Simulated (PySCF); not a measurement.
Ga(F)(Cl)(Et) (C₂H₅ClFGa), SMILES C[CH2][Ga]([F])[Cl].

Geometry: B3LYP-D3(BJ)/def2-SVP. The structure was generated by enumeration; whether it is a known compound was not checked. One conformer was computed; it need not be the lowest.

Computed with B3LYP/def2-TZVP (PySCF).

Symmetry labels are those of the subgroup Cs that the program uses (full group Cs).

Computed valence orbital energies around the gap with their symmetry:
```tsv
orbital	symmetry	energy (eV)
HOMO−7	A'	-11.12
HOMO−6	A'	-10.73
HOMO−5	A"	-10.68
HOMO−4	A'	-10.28
HOMO−3	A"	-10.20
HOMO−2	A"	-8.98
HOMO−1	A'	-8.95
HOMO	A'	-8.38
LUMO	A"	-1.26
LUMO+1	A'	-1.17
LUMO+2	A'	0.64
LUMO+3	A'	1.12
```
